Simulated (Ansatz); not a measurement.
Ansatz (a program for electronic structure) input for Si(F)(NH2) (FH2NSi), SMILES F[Si]N (connectivity only; charge and spin as stated), neutral, multiplicity 1, PBE0-D3(BJ)/def2-TZVP. 

Ansatz 0.2 input:
```yaml
crystal:
  periodic: [false, false, false]
  atoms:
    - {symbol: Si, position_ang: [0.65469039, -0.09229300, 0.00000000]}
    - {symbol: F, position_ang: [-0.55511668, -1.21097665, -0.00000000]}
    - {symbol: N, position_ang: [-0.38642916, 1.25675880, -0.00000000]}
    - {symbol: H, position_ang: [-1.39525642, 1.18355266, 0.00000000]}
    - {symbol: H, position_ang: [-0.06935484, 2.21002757, 0.00000000]}
basis:
  gaussian:
    orbitals: def2-TZVP
hamiltonian:
  xc: pbe0
  dispersion: d3bj
relax: {f_tol: 0.002, max_steps: 200}
```

Log of the run:

```
WARN ansatz: RAYON_NUM_THREADS=1 ignored (pool sized by the plan → 1); use --threads N
Functional definition: PBE0
integrals: 0.03 GiB planned
667 factors; their error is unknown
mean field: 0.30 GiB planned
mean field evaluation 1: about -12105.4986 eV, gradient 6.6e1 eV
mean field evaluation 2: about -12087.5782 eV, gradient 1.1e2 eV
mean field evaluation 4: about -12113.0929 eV, gradient 8.2e0 eV
mean field evaluation 8: about -12113.2396 eV, gradient 2.1e-1 eV
mean field evaluation 16: about -12113.2396 eV, gradient 4.5e-5 eV
mean field -12113.23964010 eV, -445.1533461248 hartree, gradient 4.5e-5 eV, S^2 0.000000; 0 other end points of the search recorded, 0 dependent functions left out
the calculation of the forces begins
reference -12113.23966168 eV, -445.1533469181 hartree; 16, 16 occupied and 95, 95 virtual orbitals, 667 factors
relax step   1: F+E_penalty+E_count = -12113.30072124 eV  Δ(F+E_penalty+E_count) = +0.000e0 eV  max|allowed force component| = 7.746e-1 eV/Å  Δτ_max = 0.0000 Å  (26 SCF iters, accepted)
these checks for a lower state are left out or cut short: starts, cluster_reference, orbital_swaps, neighbouring_geometries, increment
integrals: 0.03 GiB planned
667 factors; their error is unknown
mean field: 0.30 GiB planned
mean field -12113.25258963 eV, -445.1538220115 hartree, gradient 8.5e-6 eV, S^2 0.000000; 0 other end points of the search recorded, 0 dependent functions left out
the calculation of the forces begins
reference -12113.25261130 eV, -445.1538228077 hartree; 16, 16 occupied and 95, 95 virtual orbitals, 667 factors
relax step   2: F+E_penalty+E_count = -12113.31357329 eV  Δ(F+E_penalty+E_count) = -1.285e-2 eV  max|allowed force component| = 4.143e-1 eV/Å  Δτ_max = 0.0324 Å  (30 SCF iters, accepted)
these checks for a lower state are left out or cut short: starts, cluster_reference, orbital_swaps, neighbouring_geometries, increment
integrals: 0.03 GiB planned
667 factors; their error is unknown
mean field: 0.30 GiB planned
mean field evaluation 32: about -12113.2579 eV, gradient 8.5e-6 eV
mean field -12113.25792601 eV, -445.1540181196 hartree, gradient 8.5e-6 eV, S^2 0.000000; 0 other end points of the search recorded, 0 dependent functions left out
the calculation of the forces begins
reference -12113.25794768 eV, -445.1540189163 hartree; 16, 16 occupied and 95, 95 virtual orbitals, 667 factors
relax step   3: F+E_penalty+E_count = -12113.31889990 eV  Δ(F+E_penalty+E_count) = -5.327e-3 eV  max|allowed force component| = 1.077e-1 eV/Å  Δτ_max = 0.0170 Å  (31 SCF iters, accepted)
these checks for a lower state are left out or cut short: starts, cluster_reference, orbital_swaps, neighbouring_geometries, increment
integrals: 0.03 GiB planned
667 factors; their error is unknown
mean field: 0.30 GiB planned
mean field -12113.25846273 eV, -445.1540378437 hartree, gradient 8.6e-6 eV, S^2 0.000000; 0 other end points of the search recorded, 0 dependent functions left out
the calculation of the forces begins
reference -12113.25848443 eV, -445.1540386411 hartree; 16, 16 occupied and 95, 95 virtual orbitals, 667 factors
relax step   4: F+E_penalty+E_count = -12113.31941856 eV  Δ(F+E_penalty+E_count) = -5.187e-4 eV  max|allowed force component| = 4.763e-2 eV/Å  Δτ_max = 0.0053 Å  (31 SCF iters, accepted)
these checks for a lower state are left out or cut short: starts, cluster_reference, orbital_swaps, neighbouring_geometries, increment
integrals: 0.03 GiB planned
667 factors; their error is unknown
mean field: 0.30 GiB planned
mean field -12113.25876117 eV, -445.1540488114 hartree, gradient 8.5e-6 eV, S^2 0.000000; 0 other end points of the search recorded, 0 dependent functions left out
the calculation of the forces begins
reference -12113.25878292 eV, -445.1540496107 hartree; 16, 16 occupied and 95, 95 virtual orbitals, 667 factors
relax step   5: F+E_penalty+E_count = -12113.31969377 eV  Δ(F+E_penalty+E_count) = -2.752e-4 eV  max|allowed force component| = 1.143e-1 eV/Å  Δτ_max = 0.0158 Å  (32 SCF iters, accepted)
these checks for a lower state are left out or cut short: starts, cluster_reference, orbital_swaps, neighbouring_geometries, increment
integrals: 0.03 GiB planned
667 factors; their error is unknown
mean field: 0.30 GiB planned
mean field -12113.25894858 eV, -445.1540556984 hartree, gradient 8.6e-6 eV, S^2 0.000000; 0 other end points of the search recorded, 0 dependent functions left out
the calculation of the forces begins
reference -12113.25897032 eV, -445.1540564975 hartree; 16, 16 occupied and 95, 95 virtual orbitals, 667 factors
relax step   6: F+E_penalty+E_count = -12113.31988137 eV  Δ(F+E_penalty+E_count) = -1.876e-4 eV  max|allowed force component| = 5.041e-3 eV/Å  Δτ_max = 0.0020 Å  (33 SCF iters, accepted)
these checks for a lower state are left out or cut short: starts, cluster_reference, orbital_swaps, neighbouring_geometries, increment
integrals: 0.03 GiB planned
667 factors; their error is unknown
mean field: 0.30 GiB planned
mean field -12113.25894852 eV, -445.1540556965 hartree, gradient 6.4e-6 eV, S^2 0.000000; 0 other end points of the search recorded, 0 dependent functions left out
the calculation of the forces begins
reference -12113.25897027 eV, -445.1540564955 hartree; 16, 16 occupied and 95, 95 virtual orbitals, 667 factors
relax step   7: F+E_penalty+E_count = -12113.31988189 eV  Δ(F+E_penalty+E_count) = -5.185e-7 eV  max|allowed force component| = 2.150e-3 eV/Å  Δτ_max = 0.0001 Å  (19 SCF iters, accepted)
these checks for a lower state are left out or cut short: starts, cluster_reference, orbital_swaps, neighbouring_geometries, increment
integrals: 0.03 GiB planned
667 factors; their error is unknown
mean field: 0.30 GiB planned
mean field evaluation 64: about -12113.2589 eV, gradient 1.0e-5 eV
mean field -12113.25894828 eV, -445.1540556874 hartree, gradient 1.0e-5 eV, S^2 0.000000; 0 other end points of the search recorded, 0 dependent functions left out
the calculation of the forces begins
reference -12113.25897002 eV, -445.1540564864 hartree; 16, 16 occupied and 95, 95 virtual orbitals, 667 factors
relax step   8: F+E_penalty+E_count = -12113.31988201 eV  Δ(F+E_penalty+E_count) = -1.229e-7 eV  max|allowed force component| = 2.149e-4 eV/Å  Δτ_max = 0.0001 Å  (19 SCF iters, accepted)
integrals: 0.03 GiB planned
667 factors; their error is unknown
mean field: 0.30 GiB planned
mean field -12113.25894828 eV, -445.1540556874 hartree, gradient 1.1e-5 eV, S^2 0.000000; 1 other end points of the search recorded, 0 dependent functions left out
the calculation of the forces begins
reference -12113.25897002 eV, -445.1540564864 hartree; 16, 16 occupied and 95, 95 virtual orbitals, 667 factors
Total energy: -12113.31990376 eV, -445.1562957599 hartree
Atom 0 at     0.623100    -0.094739     0.000000 Å, force    -0.000069     0.000215    -0.000000 eV/Å
Atom 1 at    -0.512332    -1.253308    -0.000000 Å, force    -0.000030     0.000071     0.000000 eV/Å
Atom 2 at    -0.403270     1.262985     0.000000 Å, force    -0.000091    -0.000076    -0.000000 eV/Å
Atom 3 at    -1.412973     1.226438     0.000000 Å, force     0.000121    -0.000067    -0.000000 eV/Å
Atom 4 at    -0.045992     2.205693    -0.000000 Å, force     0.000069    -0.000143     0.000000 eV/Å
Dipole moment:    -0.129028     0.492025     0.000000 e Å
```

Self-consistency was reached.
